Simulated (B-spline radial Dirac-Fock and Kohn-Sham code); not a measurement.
# Relativistic shifts of the levels of Tb⁷⁺

System: terbium as Tb⁷⁺, [Kr] 4d10 4f7 5s2 5p3.

Both columns are ΔSCF binding energies of the configuration average from an atomic code on a B-spline grid: non-relativistic Hartree-Fock with a point nucleus, and Dirac-Fock with a finite nucleus and the Coulomb interaction alone, averaged over the two j levels with weights 2j+1.

```tsv
shell	Hartree-Fock (eV)	Dirac-Fock (eV)	shift (eV)	shift (%)
1s	49141.5	52339.8	+3198.30	+6.51
2s	8032.8	8858.8	+825.97	+10.28
2p	7635.0	7899.3	+264.24	+3.46
3s	1896.3	2091.6	+195.34	+10.30
3p	1717.9	1787.3	+69.43	+4.04
3d	1389.0	1374.7	-14.31	-1.03
4s	476.4	522.8	+46.47	+9.75
4d	274.6	271.2	-3.43	-1.25
4f	120.6	115.3	-5.27	-4.37
5s	139.7	148.6	+8.93	+6.39
5p	118.4	120.9	+2.48	+2.09
```

Relativity binds 1s, 2s, 2p, 3s, 3p, 4s, 5s, 5p more strongly, among those listed most of all 3s in relative terms, and 3d, 4d, 4f more weakly, because the contracted s and p shells screen the nucleus better.

Values without a named source are computed, but for edge energies of neutral atoms, which are taken from tables.
